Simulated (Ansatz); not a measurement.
`CS[Si](F)(Cl)Cl` + H₂ → `CS[SiH](F)Cl` + HCl  (hydrogenolysis of the Si–Cl bond)

Calculated with Ansatz (gas phase, PBE0-D4/def2-TZVP geometries, no zero-point term in ΔE). CBS: MP2 limit from def2 TZ/QZ plus the TZ coupled-cluster correction, frozen cores. This one scheme is used for every species. DFT in def2-TZVPP. One conformer a species, not always the lowest.

(1) Is it downhill or uphill in electronic energy at CCSD(T)/CBS, and by how much? (An estimate is asked.)

(2) What do these levels give: PBE-D4, ωB97M-V, r2SCAN, r2SCANh, CCSD/def2-SVP, SCS-MP2/def2-TZVPP? (An estimate is asked.)

(3) What do rigid-rotor, harmonic-oscillator terms from PBE0-D4/def2-TZVP frequencies (298.15 K, 1 bar) make of the CCSD(T)/CBS value? (An estimate is asked.)

Largest T1 diagnostic among the species: 0.011.

Results:

(1) Ansatz gave: Uphill: ΔE = +0.81 eV.

(2) The calculation gave: PBE-D4 0.83, ωB97M-V 0.83, r2SCAN 0.86, r2SCANh 0.85, CCSD/def2-SVP 0.61, SCS-MP2/def2-TZVPP 0.78 eV.

(3) Ansatz gave: ΔZPE = +0.09 eV, ΔH = +0.87 eV, ΔS = 28 J/(mol·K), ΔG = +0.78 eV.

In def2-TZVPP, CCSD(T) changes the Hartree–Fock value by +0.15 eV (the triples alone add +0.05 eV) and MP2 by +0.26 eV. From r2SCAN to r2SCAN0 (25 % exact exchange), in def2-TZVPP and without D4, ΔE moves by −0.03 eV. The D4 term adds +0.12 eV with B3LYP and +0.07 eV with PBE0; it sums over pairs of atoms, weighted by their polarisabilities, and B3LYP, whose exchange is more repulsive, gets the larger term.

B3LYP here is the variant with VWN-RPA as its local correlation; programs differ in this.
